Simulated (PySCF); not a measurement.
Gas-phase equilibrium of 1 mol B2O3, 22 mol H2O at 1600 K and 10.0 bar, among 22 species (BH3, BO, O2, B2H6, O, HO2, B3O3H3, H2O, H, HBO2, H2O2, O3, B2O, H2, (HBO2)3, B(OH)3, BH, BH2, B2O2, B2O3, B, OH). Only gases are allowed; each row takes one source of thermochemistry for all species, and Cantera finds the minimum.

Computed with PySCF and rigid-rotor harmonic-oscillator thermochemistry at 1 bar. S°(298 K) at PBE0/def2-TZVP differs from the NASA 1993 table for (HBO2)3 (+10 J/mol/K); whether the harmonic model or the table's entry is off was not settled. † marks an energy on the PBE0/def2-TZVP geometry and frequencies; other levels use their own. MP2 and CCSD(T) freeze the core. 6-31G* has spherical d functions here. Open shells (unrestricted) among the columns below: O (multiplicity 3, electronic degeneracy 9), OH (multiplicity 2, electronic degeneracy 4); the rest are closed-shell singlets. Spin-orbit splitting is ignored; it lowers the true energy and changes the entropy of O, OH. B3LYP is the form with VWN-RPA correlation. MP2 isn't extrapolated to the basis-set limit. CCSD(T) isn't extrapolated to the basis-set limit. The harmonic model lacks anharmonicity and excited electronic states, which grow with temperature; levels with a mode under 35 cm⁻¹ are left out. Internal rotation in (HBO2)3, B(OH)3 is treated as a harmonic vibration of one conformer, which makes the entropy rough.

Molecules larger than those listed are left out. Table species left out: BO2, B2, HBO.

Mole fractions:

```json
[
 {"thermochemistry": "B3LYP/6-31G*", "x H2O": "0.92", "x HBO2": "0.027", "x B(OH)3": "0.026", "x OH": "0.00018", "x H2": "0.0065", "x (HBO2)3": "0.013", "x O": "1.6e-7"},
 {"thermochemistry": "BLYP/def2-TZVP†", "x H2O": "0.91", "x HBO2": "0.082", "x B(OH)3": "0.0046", "x OH": "7.0e-5", "x H2": "0.0019", "x (HBO2)3": "8.1e-5", "x O": "1.6e-8"},
 {"thermochemistry": "CCSD(T)/def2-SVP†", "x H2O": "0.93", "x HBO2": "0.027", "x B(OH)3": "0.030", "x OH": "0.00017", "x H2": "0.0011", "x (HBO2)3": "0.012", "x O": "7.6e-7"},
 {"thermochemistry": "HF/def2-TZVP†", "x H2O": "0.89", "x HBO2": "0.014", "x B(OH)3": "0.023", "x OH": "0.022", "x H2": "0.020", "x (HBO2)3": "0.018", "x O": "0.0097"},
 {"thermochemistry": "MP2/def2-TZVPP†", "x H2O": "0.93", "x HBO2": "0.035", "x B(OH)3": "0.017", "x OH": "1.9e-5", "x H2": "0.00016", "x (HBO2)3": "0.013", "x O": "2.1e-8"},
 {"thermochemistry": "PBE0/def2-SVP†", "x H2O": "0.93", "x HBO2": "0.0066", "x B(OH)3": "0.048", "x OH": "7.4e-5", "x H2": "0.0012", "x (HBO2)3": "0.013", "x O": "4.4e-8"}
]
```
The most sensitive of these is O: it spans a factor of 10^5.8 over these rows; at this temperature one factor of ten is RT ln 10 = 31 kJ/mol.
